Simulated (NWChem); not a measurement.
# Atomisation of C2H3O3

```
O
C 1 1.3191
O 2 1.2441 1 124.76
O 2 1.2597 3 115.86 1 180.00
C 1 1.4365 2 117.18 3 0.00
H 5 1.0960 1 105.72 2 180.00
H 5 1.1000 6 110.10 1 119.66
H 5 1.1000 6 110.10 7 120.69
```
Charge 0, spin multiplicity 2.

Program: NWChem. Structure: optimised with UB3LYP/def2-SVP, a minimum by its harmonic frequencies. It is one conformer; others weren't searched.

Basis set: def2-TZVP. The atomisation energy is electronic alone: no zero-point, thermal, spin-orbit or counterpoise terms. No value is extrapolated to the basis-set limit. Free atoms are single determinants with multiplicities C 3, O 3, H 2. Correlated methods freeze the same cores in atoms and molecule, 5 orbitals in all.

```csv
method,atomisation energy (kcal/mol),relative cost
B3LYP,784.6,under 3
BHandHLYP,735.7,under 3
HF,518.2,5
BP86,830.4,under 3
M06-2X,785.2,under 3
PBE0,791.3,1
PBE,830.2,under 3
LDA (SVWN5),953.0,under 3
MP2,771.7,7
```

The values span 434.7 kcal/mol, from HF (lowest) to LDA (SVWN5) (highest). Relative cost: rough, from shared machines, SCF included, PBE0 = 1. Costs are the molecule's.

B3LYP has NWChem's definition, with VWN1-RPA local correlation. The structure started from a generated list of species. The unpaired electrons of the parent sit in orbitals of symmetry a' (Cs labels of the run); other states weren't searched. The stability of the SCF solutions was not checked. Open-shell Hartree-Fock references start from PBE0 orbitals; any time given for them includes that run.
